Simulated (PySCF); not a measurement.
chloro(disilanyl)silane (ClH₇Si₃), SMILES [SiH3][SiH2][SiH2]Cl.

Geometry: B3LYP-D3(BJ)/def2-SVP. One conformer was computed; it need not be the lowest.

The numbers are results of B3LYP-D3(BJ)/def2-SVP (PySCF), not measurements.

Frequencies are harmonic and unscaled.

```csv
mode,ν (cm⁻¹),IR (km/mol),moving atoms (share of kinetic energy)
1,39,0.5,"Si 48 %, Cl 26 %, H 26 %"
2,77,0.7,"Si 53 %, Cl 27 %, H 20 %"
3,112,0.3,H 87 %
4,155,4.8,"Si 61 %, H 20 %, Cl 19 %"
5,337,19.3,"H 90 %, Si 9 %"
6,389,1.3,"Si 85 %, H 14 %"
7,414,4.7,"H 83 %, Si 16 %"
8,453,11.5,"Si 69 %, H 28 %"
9,502,7.0,"H 67 %, Si 25 %, Cl 8 %"
10,535,46.0,"Si 49 %, Cl 33 %, H 18 %"
11,566,9.4,"H 75 %, Si 25 %"
12,672,7.8,H 92 %
13,690,41.8,"H 91 %, Si 8 %"
14,720,180.0,"H 91 %, Si 9 %"
15,824,181.1,"H 89 %, Si 11 %"
16,881,256.4,"H 91 %, Si 9 %"
17,917,34.8,H 96 %
18,942,101.3,H 97 %
19,946,27.1,H 97 %
20,951,60.7,H 96 %
21,2194,65.5,H 98 %
22,2206,27.5,H 96 %
23,2212,94.0,H 98 %
24,2219,40.8,H 97 %
25,2221,127.4,H 96 %
26,2229,112.8,H 96 %
27,2236,102.0,H 96 %
```
